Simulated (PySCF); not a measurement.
**MO2+ across group 5**

Level: PBE0, basis family def2-TZVP, scalar-relativistic core potentials from Rb on and no relativity for lighter atoms.

Each entry is the lowest minimum that a search over a few typed start shapes (and spin states, where more than one is plausible) found, or that minimum re-optimised at the stated level; isomers with ligand–ligand bonds, or fragments after loss of a ligand pair, can lie lower. Open shells are unrestricted; no spin–orbit coupling; PySCF with density fitting.

```csv
molecule,2S+1,point group,mean bond to the central atom (Å),polar-tensor charge of the central atom,distinct angles (°),dipole (D),gap (eV)
VO₂⁺,1,C2v,1.534,1.98,106,5.22,5.21
NbO₂⁺,1,C2v,1.663,2.20,103,6.09,5.17
TaO₂⁺,?,?,?,?,?,?,?
```

Task: Fill in the row of TaO₂⁺.

Result: 2S+1: 1; point group: C2v; mean bond to the central atom (Å): 1.688; polar-tensor charge of the central atom: 2.22; distinct angles (°): 103; dipole (D): 6.11; gap (eV): 4.21.

The bond lengthens at every step; the largest change, 0.129 Å, falls between VO₂⁺ and NbO₂⁺ among the members listed.

The 4d and 5d members differ by only 0.025 Å, the mark of the lanthanide contraction and relativistic shrinkage of 6s.

Spin–orbit coupling can matter for TaO₂⁺.

Left out of the table are members whose search was unfinished or whose lowest solution was spin-contaminated, unstable, very soft or bonded differently.
